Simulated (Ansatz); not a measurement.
The same path of ClH + GaH3 (6 atoms, charge 0, multiplicity 1) was run twice with different band settings. Lost on the way: Ga1–H2, Cl5–H6. Made: H2–H6.

Theory: Ansatz, RKS B3LYP-D4/def2-SVP.

Relaxed end points:

```xyz
6
Properties=species:S:1:pos:R:3
Ga 0.000 0.203 0.004
H -0.003 0.716 1.497
H 1.363 0.123 -0.777
H -1.368 0.048 -0.756
Cl 0.082 -2.465 0.963
H 0.075 -2.019 2.177
```

```xyz
6
Properties=species:S:1:pos:R:3
Ga 0.020 -0.591 -0.337
H 0.013 0.288 2.147
H 1.411 0.093 -0.514
H -1.410 0.015 -0.494
Cl 0.082 -2.729 0.068
H 0.035 -0.469 2.239
```

Common settings: climbing image yes; spring 5.0 eV/Å²; optimiser quadratic models (default); start path through a guess of the saddle point; force threshold 0.05 eV/Å; iteration limit 60; end points relaxed.

| run | movable images |
| --- | --- |
| 1 | 5 |
| 2 | 1 |

Problem. What does each run give, and how far can it be trusted?

Solution. Run 1: converged after 9 iterations, highest image 0.275 eV above the first end. A vibrational analysis at the climbing image gives one clearly imaginary mode, 854i cm⁻¹: a first-order saddle point.
Run 2: converged after 9 iterations, highest image 0.275 eV above the first end. Neighbouring images differ by up to 1.2 eV, so the band resolves the path poorly. Another band between the same ends (5 images) ends at a top of the same energy, where a vibrational analysis finds 1 clearly imaginary mode. So few images can step over the top or miss a turn of the path.
The orbitals stay closed-shell, which can raise the energy where a bond breaks towards radicals; this wasn't checked here.
